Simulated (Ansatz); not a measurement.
Z-matrix (Å, degrees):
```
C
N 1 1.306
Al 1 1.829 2 67.4
O 1 1.324 2 125.2 3 180.0
O 3 1.672 1 167.8 2 180.0
H 4 0.975 1 106.3 2 0.0
H 5 0.955 3 127.1 1 0.0
```

Charge 0, multiplicity 1.

Problem. List the PBE/def2-TZVPP orbital energies in eV (Ansatz 0.2.0). (Estimate.)

Solution. The calculation gave: Occupied: -1507.10, -511.30, -510.81, -379.66, -271.01, -107.42, -69.49, -69.37, -69.27, -26.97, -25.15, -21.65, -15.01, -13.34, -11.22, -10.11, -10.04, -9.02, -8.54, -7.90, -6.89, -4.94. Lowest empty: -2.25, -1.07, -0.27, 0.03, 0.64, 0.94, 2.34, 3.18.
